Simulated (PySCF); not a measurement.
## Trend along group 14: MS molecules

PBE0 with double-zeta basis sets in PySCF, for the lowest determinant that a PBE0 search found; no spin–orbit coupling. De refers to high-spin ground-configuration atoms. A positive dipole means M(−)S(+).

| M | basis | state (unpaired electrons) | Re (Å) | ωe (cm⁻¹) | De (eV) | μ (D) |
| --- | --- | --- | --- | --- | --- | --- |
| C | cc-pVDZ/cc-pV(D+d)Z | singlet (closed shell) | 1.541 | 1336 | 7.19 | 1.78 |
| Si | x2c-SVPall | singlet (closed shell) | 1.939 | 768 | 6.09 | -1.56 |
| Ge | def2-SVP | singlet (closed shell) | 2.018 | 595 | 5.62 | -2.00 |
| Sn | def2-SVP | singlet (closed shell) | 2.223 | 499 | 4.85 | -3.17 |
| Pb | def2-SVP | singlet (closed shell) | 2.308 | 451 | 4.47 | -3.92 |

Q: By what factor does the well depth vary along the series?

A: At PBE0 it runs from 4.47 eV (PbS) to 7.19 eV (CS), a factor of 1.61.

The rows differ in basis set, which adds steps of its own.

Down a group the atoms grow and get heavier, so bonds lengthen and wavenumbers fall; this series shows no clear exception.

These are scalar-relativistic numbers at best; spin–orbit coupling would shift them, the dissociation energy most.
